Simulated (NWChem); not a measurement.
Program: NWChem. System: CHCl, charge 0, spin multiplicity 1, at a geometry optimised with PBE0/def2-SVP. The structure started from a generated list of species. Level: TDA-CAM-B3LYP/aug-cc-pVDZ.

Output (cleaned and shortened):

```
             Northwest Computational Chemistry Package (NWChem) 7.3.0
             --------------------------------------------------------

                                NWChem Input Module
                                -------------------

 Scaling coordinates for geometry "geometry" by  1.889725989
 (inverse scale =  0.529177249)

 Turning off AUTOSYM since
 SYMMETRY directive was detected!

                             Geometry "geometry" -> ""
                             -------------------------

 Output coordinates in angstroms (scale by  1.889725989 to convert to a.u.)

  No.       Tag          Charge          X              Y              Z
 ---- ---------------- ---------- -------------- -------------- --------------
    1 C                    6.0000     1.05788200    -0.54663200     0.00000000
    2 Cl                  17.0000    -0.47522100     0.17240500     0.00000000
    3 H                    1.0000     1.73147100     0.34891200     0.00000000

 Effective nuclear repulsion energy (a.u.)      38.7725119708

            Nuclear Dipole moment (a.u.)
            ----------------------------
        X                 Y               Z
 ---------------- ---------------- ----------------
     0.0000113384     0.0000094486     0.0000000000

      Symmetry information
      --------------------

 Group name             Cs
 Group number              2
 Group order               2
 No. of unique centers     3

      Symmetry unique atoms

     1    2    3


 Summary of "ao basis" -> "" (spherical)
 ------------------------------------------------------------------------------
       Tag                 Description            Shells   Functions and Types
 ---------------- ------------------------------  ------  ---------------------
 *                        aug-cc-pvdz                 on all atoms

                                 NWChem DFT Module
                                 -----------------

 Summary of "ao basis" -> "ao basis" (spherical)
 ------------------------------------------------------------------------------
       Tag                 Description            Shells   Functions and Types
 ---------------- ------------------------------  ------  ---------------------
 C                        aug-cc-pvdz                9       23   4s3p2d
 Cl                       aug-cc-pvdz               11       27   5s4p2d
 H                        aug-cc-pvdz                5        9   3s2p

 Summary of "ao basis" -> "ao basis" (spherical)
[...]
     Transition Moments   YY  1.04954  YZ -0.00000  ZZ  0.47458
     Dipole Oscillator Strength                    0.0212205126
     Electric Quadrupole                           0.0000002101
     Magnetic Dipole                               0.0000007545
     Total Oscillator Strength                     0.0212214772

          sigma_e =   2.6786 Angstrom
          sigma_h =   1.4171 Angstrom
         |d_h->e| =   1.1793 Angstrom
            d_exc =   3.2217 Angstrom
            d_CD1 =   2.4408 Angstrom
            d_CD2 =  -0.8685 Angstrom
            d_CD3 =   4.4010 Angstrom
     Pearson C.C. =   0.0256

     Occ.   10  a"  ---  Virt.   13  a"       0.14555
     Occ.   12  a'  ---  Virt.   14  a'      -0.86461
     Occ.   12  a'  ---  Virt.   15  a'       0.31684
     Occ.   12  a'  ---  Virt.   18  a'      -0.27453
     Occ.   12  a'  ---  Virt.   19  a'      -0.12952
     Occ.   12  a'  ---  Virt.   21  a'      -0.17168
     Occ.   12  a'  ---  Virt.   23  a'      -0.06163
  ----------------------------------------------------------------------------
  Root   4 singlet a'             0.236521865 a.u.                6.4361 eV
  ----------------------------------------------------------------------------
     Transition Moments    X -0.18757   Y  0.16613   Z  0.00000
     Transition Moments   XX -1.51028  XY -0.47046  XZ -0.00000
     Transition Moments   YY  0.74993  YZ -0.00000  ZZ  0.39142
     Dipole Oscillator Strength                    0.0098991101
     Electric Quadrupole                           0.0000001196
     Magnetic Dipole                               0.0000006490
     Total Oscillator Strength                     0.0098998787

          sigma_e =   2.7183 Angstrom
          sigma_h =   1.4555 Angstrom
         |d_h->e| =   1.2545 Angstrom
            d_exc =   3.3354 Angstrom
            d_CD1 =   2.5173 Angstrom
            d_CD2 =  -0.8323 Angstrom
            d_CD3 =   4.5900 Angstrom
     Pearson C.C. =  -0.0055

     Occ.   10  a"  ---  Virt.   13  a"      -0.29464
     Occ.   12  a'  ---  Virt.   14  a'      -0.41328
     Occ.   12  a'  ---  Virt.   15  a'      -0.80872
     Occ.   12  a'  ---  Virt.   18  a'       0.09309
     Occ.   12  a'  ---  Virt.   19  a'       0.08319
     Occ.   12  a'  ---  Virt.   21  a'       0.11007
     Occ.   12  a'  ---  Virt.   22  a'      -0.22209
  ----------------------------------------------------------------------------
  Root   5 singlet a'             0.263216581 a.u.                7.1625 eV
  ----------------------------------------------------------------------------
     Transition Moments    X -0.87563   Y  0.59010   Z  0.00000
     Transition Moments   XX -1.05400  XY  0.66464  XZ  0.00000
     Transition Moments   YY -0.66438  YZ  0.00000  ZZ -0.11052
     Dipole Oscillator Strength                    0.1956478241
     Electric Quadrupole                           0.0000000647
     Magnetic Dipole                               0.0000000073
     Total Oscillator Strength                     0.1956478961

          sigma_e =   2.0729 Angstrom
          sigma_h =   1.3065 Angstrom
         |d_h->e| =   0.8275 Angstrom
            d_exc =   2.5186 Angstrom
            d_CD1 =   1.5939 Angstrom
            d_CD2 =  -0.8622 Angstrom
            d_CD3 =   3.3461 Angstrom
     Pearson C.C. =   0.0637

     Occ.    9  a'  ---  Virt.   15  a'       0.06840
     Occ.    9  a'  ---  Virt.   18  a'      -0.06705
     Occ.    9  a'  ---  Virt.   21  a'      -0.08127
     Occ.    9  a'  ---  Virt.   22  a'       0.08865
     Occ.   10  a"  ---  Virt.   13  a"       0.83992
     Occ.   10  a"  ---  Virt.   16  a"      -0.05637
     Occ.   11  a'  ---  Virt.   15  a'      -0.12958
     Occ.   11  a'  ---  Virt.   18  a'       0.09934
     Occ.   11  a'  ---  Virt.   19  a'       0.06808
     Occ.   11  a'  ---  Virt.   22  a'      -0.09425
     Occ.   12  a'  ---  Virt.   15  a'      -0.35036
     Occ.   12  a'  ---  Virt.   17  a'      -0.26509
     Occ.   12  a'  ---  Virt.   18  a'      -0.05292
     Occ.   12  a'  ---  Virt.   22  a'       0.07014
     Occ.   12  a'  ---  Virt.   24  a'      -0.05456
     Occ.   12  a'  ---  Virt.   26  a'      -0.06671

              Target root =      1
          Target symmetry = none
      Ground state energy =   -498.766763298704
        Excitation energy =      0.071206295314
     Excited state energy =   -498.695557003390

  stored tddft:energy   -498.69555700339049

 Task  times  cpu:       71.7s     wall:       71.7s

 Total times  cpu:       71.7s     wall:       71.7s
```

Q: Write an NWChem input that would produce this output.

A: One answer among several that fit: 
```
start mol
memory heap 200 mb stack 900 mb global 1100 mb
geometry units angstroms nocenter noautoz
  C      1.057882    -0.546632     0.000000
  Cl    -0.475221     0.172405     0.000000
  H      1.731471     0.348912     0.000000
  symmetry group Cs
end
basis spherical
  * library aug-cc-pvdz
end
dft
  xc xcamb88 1.00 lyp 0.81 vwn_5 0.19 hfexch 1.00
  cam 0.33 cam_alpha 0.19 cam_beta 0.46
  direct
  iterations 100
end
tddft
  cis
  nroots 5
  notriplet
  thresh 1e-4
end
task tddft energy
```
